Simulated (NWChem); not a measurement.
All runs are NWChem calculations. System: borohydride (H₄B (-1)), charge -1, spin multiplicity 1, at a geometry optimised with PBE/def2-SVP. Level: RHF/aug-cc-pVTZ.

The NWChem input:

```
start mol
memory heap 200 mb stack 800 mb global 1000 mb
charge -1
geometry units angstroms nocenter noautoz
  B      0.000000     0.000000    -0.000007
  H      0.000000     1.027753     0.726743
  H      0.000000    -1.027753     0.726743
  H      1.027765     0.000000    -0.726726
  H     -1.027765     0.000000    -0.726726
  symmetry group C2v
end
basis spherical
  * library aug-cc-pvtz
end
scf
  rhf
  nopen 0
  maxiter 100
  thresh 1e-7
  semidirect memsize 60000000 filesize 0
end
task scf energy
```

Part of the output:

```
             Northwest Computational Chemistry Package (NWChem) 7.3.0
             --------------------------------------------------------

                                NWChem Input Module
                                -------------------

 Scaling coordinates for geometry "geometry" by  1.889725989
 (inverse scale =  0.529177249)

 Turning off AUTOSYM since
 SYMMETRY directive was detected!

                             Geometry "geometry" -> ""
                             -------------------------

 Output coordinates in angstroms (scale by  1.889725989 to convert to a.u.)

  No.       Tag          Charge          X              Y              Z
 ---- ---------------- ---------- -------------- -------------- --------------
    1 B                    5.0000     0.00000000     0.00000000    -0.00000700
    2 H                    1.0000     0.00000000     1.02775300     0.72674300
    3 H                    1.0000     0.00000000    -1.02775300     0.72674300
    4 H                    1.0000     1.02776500     0.00000000    -0.72672600
    5 H                    1.0000    -1.02776500     0.00000000    -0.72672600

 Effective nuclear repulsion energy (a.u.)       9.9526874138

            Nuclear Dipole moment (a.u.)
            ----------------------------
        X                 Y               Z
 ---------------- ---------------- ----------------
     0.0000000000     0.0000000000    -0.0000018897

      Symmetry information
      --------------------

 Group name             C2v
 Group number             16
 Group order               4
 No. of unique centers     3

      Symmetry unique atoms

     1    2    4


 Summary of "ao basis" -> "" (spherical)
 ------------------------------------------------------------------------------
       Tag                 Description            Shells   Functions and Types
 ---------------- ------------------------------  ------  ---------------------
 *                        aug-cc-pvtz                 on all atoms

 Summary of "ao basis" -> "ao basis" (spherical)
 ------------------------------------------------------------------------------
       Tag                 Description            Shells   Functions and Types
 ---------------- ------------------------------  ------  ---------------------
 B                        aug-cc-pvtz               14       46   5s4p3d2f
 H                        aug-cc-pvtz                9       23   4s3p2d

                                 NWChem SCF Module
                                 -----------------

  ao basis        = "ao basis"
  functions       =   138
  atoms           =     5
  closed shells   =     5
  open shells     =     0
  charge          =  -1.00
  wavefunction    = RHF
  use symmetry    = T
  symmetry adapt  = T

 Summary of "ao basis" -> "ao basis" (spherical)
 ------------------------------------------------------------------------------
       Tag                 Description            Shells   Functions and Types
 ---------------- ------------------------------  ------  ---------------------
 B                        aug-cc-pvtz               14       46   5s4p3d2f
 H                        aug-cc-pvtz                9       23   4s3p2d

      Symmetry analysis of basis
      --------------------------

        a1         51
        a2         19
        b1         34
        b2         34

 Forming initial guess at       0.1s

      Superposition of Atomic Density Guess
      -------------------------------------

 Sum of atomic energies:         -26.53378630
[...]
                 4      -26.9869970130  2.84D-05  1.15D-05      3.4
 Warning: symmetry breaking in RHF:    2.0815245077923650E-008
                 5      -26.9869970132  3.20D-09  9.74D-10      4.5

       Final RHF  results
       ------------------

         Total SCF energy =    -26.986997013187
      One-electron energy =    -57.237205721813
      Two-electron energy =     20.297521294856
 Nuclear repulsion energy =      9.952687413770

        Time for solution =      2.9s

       Symmetry analysis of molecular orbitals - final
       -----------------------------------------------

  Numbering of irreducible representations:

     1 a1          2 a2          3 b1          4 b2

  Orbital symmetries:

     1 a1          2 a1          3 b1          4 a1          5 b2
     6 a1          7 b1          8 a1          9 b2         10 b2
    11 a1         12 b1         13 a1         14 a2         15 a1

             Final eigenvalues
             -----------------

              1
    1   -7.3028
    2   -0.4476
    3   -0.1902
    4   -0.1902
    5   -0.1902
    6    0.1476
    7    0.1607
    8    0.1607
    9    0.1607
   10    0.1967
   11    0.1967
   12    0.1967
   13    0.2950
   14    0.3063
   15    0.3063

                       ROHF Final Molecular Orbital Analysis
                       -------------------------------------

 Vector    3  Occ=2.000000D+00  E=-1.902270D-01  Symmetry=b1
              MO Center=  4.2D-10,  1.9D-16, -4.8D-01, r^2= 1.9D+00
   Bfn.  Coefficient  Atom+Function         Bfn.  Coefficient  Atom+Function
  ----- ------------  ---------------      ----- ------------  ---------------
     9      0.241174  1 B  px                95      0.201093  4 H  s
   118     -0.201093  5 H  s                 94      0.199373  4 H  s
   117     -0.199373  5 H  s                  6      0.187564  1 B  px

 Vector    4  Occ=2.000000D+00  E=-1.902234D-01  Symmetry=a1
              MO Center= -2.9D-11, -7.9D-18,  7.1D-06, r^2= 2.2D+00
   Bfn.  Coefficient  Atom+Function         Bfn.  Coefficient  Atom+Function
  ----- ------------  ---------------      ----- ------------  ---------------
    11      0.241174  1 B  pz                 8      0.187563  1 B  pz

 Vector    5  Occ=2.000000D+00  E=-1.902203D-01  Symmetry=b2
              MO Center=  1.7D-15, -3.3D-10,  4.8D-01, r^2= 1.9D+00
   Bfn.  Coefficient  Atom+Function         Bfn.  Coefficient  Atom+Function
  ----- ------------  ---------------      ----- ------------  ---------------
    10      0.241174  1 B  py                49      0.201093  2 H  s
    72     -0.201093  3 H  s                 48      0.199372  2 H  s
    71     -0.199372  3 H  s                  7      0.187562  1 B  py

 Vector    6  Occ=0.000000D+00  E= 1.476232D-01  Symmetry=a1
              MO Center= -3.1D-15, -2.1D-13, -1.9D-04, r^2= 2.6D+01
   Bfn.  Coefficient  Atom+Function         Bfn.  Coefficient  Atom+Function
  ----- ------------  ---------------      ----- ------------  ---------------
     4     11.493563  1 B  s                  5     -9.981154  1 B  s
    49     -2.626428  2 H  s                 72     -2.626428  3 H  s
    95     -2.626531  4 H  s                118     -2.626531  5 H  s
    50      2.474275  2 H  s                 73      2.474275  3 H  s
    96      2.473958  4 H  s                119      2.473958  5 H  s

 Vector    7  Occ=0.000000D+00  E= 1.606987D-01  Symmetry=b1
              MO Center=  5.3D-14, -8.0D-17,  1.8D+00, r^2= 2.4D+01
   Bfn.  Coefficient  Atom+Function         Bfn.  Coefficient  Atom+Function
  ----- ------------  ---------------      ----- ------------  ---------------
    96      6.122622  4 H  s                119     -6.122622  5 H  s
    15     -4.305269  1 B  px                31     -0.661678  1 B  d  1
    95      0.224984  4 H  s                118     -0.224984  5 H  s
    57     -0.191024  2 H  px                80     -0.191024  3 H  px
   105     -0.163434  4 H  pz               128      0.163434  5 H  pz

 Vector    8  Occ=0.000000D+00  E= 1.606992D-01  Symmetry=a1
              MO Center= -3.5D-12, -3.4D-13,  9.7D-05, r^2= 2.7D+01
   Bfn.  Coefficient  Atom+Function         Bfn.  Coefficient  Atom+Function
  ----- ------------  ---------------      ----- ------------  ---------------
    50     -4.329223  2 H  s                 73     -4.329223  3 H  s
    96      4.329343  4 H  s                119      4.329343  5 H  s
    17      4.305195  1 B  pz                32     -0.661664  1 B  d  2
    58     -0.163490  2 H  py                81      0.163490  3 H  py
   103      0.163347  4 H  px               126     -0.163347  5 H  px

 center of mass
 --------------
 x =   0.00000000 y =   0.00000000 z =  -0.00000538

 moments of inertia (a.u.)
 ------------------
          15.206256745954           0.000000000000           0.000000000000
           0.000000000000          15.206434293766           0.000000000000
           0.000000000000           0.000000000000          15.206363477360

  Mulliken analysis of the total density
  --------------------------------------

    Atom       Charge   Shell Charges
 -----------   ------   -------------------------------------------------------
    1 B    5     4.67   1.96  0.73  0.12 -0.68  0.05  0.61  1.26  0.45 -0.01  0.04  0.11  0.02  0.01  0.00
    2 H    1     1.33   0.25  0.50  0.52  0.02  0.00  0.01  0.04  0.00 -0.00
    3 H    1     1.33   0.25  0.50  0.52  0.02  0.00  0.01  0.04  0.00 -0.00
    4 H    1     1.33   0.25  0.50  0.52  0.02  0.00  0.01  0.04  0.00 -0.00
    5 H    1     1.33   0.25  0.50  0.52  0.02  0.00  0.01  0.04  0.00 -0.00

       Multipole analysis of the density wrt the origin
       ------------------------------------------------

     L   x y z        total         open         nuclear
     -   - - -        -----         ----         -------
     0   0 0 0     -1.000000      0.000000      9.000000

     1   1 0 0     -0.000000      0.000000      0.000000
     1   0 1 0      0.000000      0.000000      0.000000
     1   0 0 1     -0.000021      0.000000     -0.000002

     2   2 0 0    -11.849936      0.000000      7.544237
     2   1 1 0     -0.000000      0.000000      0.000000
     2   1 0 1     -0.000000      0.000000      0.000000
     2   0 2 0    -11.850025      0.000000      7.544061
     2   0 1 1      0.000000      0.000000      0.000000
     2   0 0 2    -11.849981      0.000000      7.544131

 Task  times  cpu:        4.5s     wall:        4.5s

 Total times  cpu:        4.6s     wall:        4.6s
```
